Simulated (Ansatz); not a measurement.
`BB[SiH3]` and `FBB[SiH3]` differ in one atom or group.

Ansatz, PBE0-D4/def2-TZVP geometries, multiplicity 1. Each molecule was computed in one conformer, which needn't be the lowest.

```
                                        property  `BB[SiH3]`
           HOMO–LUMO gap (B3LYP/def2-TZVPP) / eV        5.47
             HOMO–LUMO gap (PBE/def2-TZVPP) / eV        3.68
             LUMO energy (B3LYP/def2-TZVPP) / eV       -2.35
size of the dipole moment (B3LYP/def2-TZVPP) / D        0.33
               LUMO energy (PBE/def2-TZVPP) / eV       -3.14
             HOMO energy (B3LYP/def2-TZVPP) / eV       -7.82
```

What does the change do to each property? (An estimate is asked.)

Ansatz gave: 
| property | `FBB[SiH3]` | shift |
| --- | --- | --- |
| HOMO–LUMO gap (B3LYP/def2-TZVPP) / eV | 4.99 | -0.48 |
| HOMO–LUMO gap (PBE/def2-TZVPP) / eV | 3.05 | -0.63 |
| LUMO energy (B3LYP/def2-TZVPP) / eV | -2.82 | -0.47 |
| size of the dipole moment (B3LYP/def2-TZVPP) / D | 0.93 | 0.60 |
| LUMO energy (PBE/def2-TZVPP) / eV | -3.62 | -0.48 |
| HOMO energy (B3LYP/def2-TZVPP) / eV | -7.81 | 0.01 |

Dipoles are sizes alone; their direction can turn.

B3LYP here is the variant with VWN-RPA as its local correlation; programs differ in this.
